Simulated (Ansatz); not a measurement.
C$_{3}$H$_{7}$GeN (`[GeH3][CH2]N1C=C1`). Charge 0, multiplicity 1. The geometry is a stationary point of PBE0-D4/def2-TZVP. It is one conformer, not always the lowest.

```xyz
12

Ge    1.376    1.287   -0.160
C     0.455   -0.422   -0.477
N    -0.995   -0.212   -0.456
C    -1.603   -0.400    0.885
C    -1.759   -1.376    0.082
H     2.900    1.070   -0.142
H     1.022    2.302   -1.258
H     0.945    1.858    1.204
H     0.789   -1.163    0.264
H     0.741   -0.785   -1.469
H    -1.735    0.159    1.793
H    -2.136   -2.319   -0.267
```

(1) What is the dipole moment at ωB97M-V/def2-TZVPP? (An estimate is asked.)

(2) And with PBE, r2SCAN, B3LYP? (An estimate is asked.)

(3) Give the Mulliken charges with ωB97M-V, PBE, B3LYP in def2-TZVPP. (Estimate.)

Answers

(1) The calculation gave: 1.91 D, with components (-0.33, -1.58, 1.02) D in this frame, pointing from negative to positive charge.

(2) The calculation gave: PBE 1.82 D, r2SCAN 1.87 D, B3LYP 1.89 D.

(3) Ansatz gave: 
```csv
atom,ωB97M-V,PBE,B3LYP
Ge1,0.08,0.09,0.12
C2,-0.25,-0.12,-0.13
N3,-0.30,-0.25,-0.31
C4,-0.08,-0.11,-0.11
C5,-0.11,-0.09,-0.10
H6,0.00,-0.02,-0.02
H7,0.01,-0.01,-0.01
H8,-0.01,-0.03,-0.03
H9,0.11,0.06,0.07
H10,0.13,0.10,0.10
H11,0.21,0.19,0.22
H12,0.20,0.19,0.21
```

B3LYP here is the variant with VWN-RPA as its local correlation; programs differ in this.
